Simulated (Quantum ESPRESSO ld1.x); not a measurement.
Coherent X-ray form factor from a spherical all-electron density. Method: non-relativistic Kohn-Sham, LDA (Slater exchange, VWN5 correlation), spin-polarised, spherical densities, point nucleus; computed with ld1.x of Quantum ESPRESSO 7.5.

sin(theta)/lambda (1/angstrom)  f0 (electrons)
0.05                                    13.450
0.1                                     12.172
0.15                                    10.809
0.2                                      9.696
0.25                                     8.861
0.3                                      8.215
0.4                                      7.167
0.5                                      6.201
0.6                                      5.279
0.8                                      3.733
1                                        2.698
1.25                                     1.968
1.5                                      1.599
2                                        1.259

The species is in the configuration that NIST lists as its ground one. Which atom or ion scatters so?

Answer. Neutral silicon, [Ne] 3s2 3p2. Extrapolating in s^2 from the first two rows gives f0(0) = 13.9, near the electron count 14; among species with that count, the fall with angle is slower the higher Z, and the table is that of Z = 14; from so few rows the species is fixed only to a neighbour or two.
